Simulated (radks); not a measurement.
The numbers below are computed, except where a source is named.
Polarisability of the arsenic ion As+, [Ar] 3d10 4s2 4p2, at imaginary frequency. Code: a radial shooting solver on a logarithmic mesh with Libxc functionals. Model: non-relativistic Kohn-Sham, LDA (Slater exchange, Perdew-Wang correlation), spin-unpolarised, spherical densities, point nucleus. Response by self-consistent Sternheimer equations with the Hartree and adiabatic LDA kernel.

| w (hartree) | alpha1(iw) (bohr^3) |
|---|---|
| 0.00266 | 17.17 |
| 0.0143 | 17.15 |
| 0.0360 | 17.05 |
| 0.0697 | 16.74 |
| 0.118 | 16.01 |
| 0.186 | 14.59 |
| 0.280 | 12.35 |
| 0.413 | 9.473 |
| 0.605 | 6.509 |
| 0.892 | 4.029 |
| 1.35 | 2.290 |
| 2.12 | 1.216 |
| 3.59 | 0.5957 |
| 6.94 | 0.2421 |
| 17.5 | 0.05861 |

Static values: alpha1 = 17.17 bohr^3 (2.544 angstrom^3; uncoupled 26.92). C6 = 105.1, triple-dipole C9 = 1303 atomic units. One-pole (London) frequency 4 C6 / (3 alpha1^2) = 0.475 hartree, against 0.498 for minus the highest occupied eigenvalue. The dipole shielding factor is 0.970, as the force sum rule N/Z = 0.970 demands.
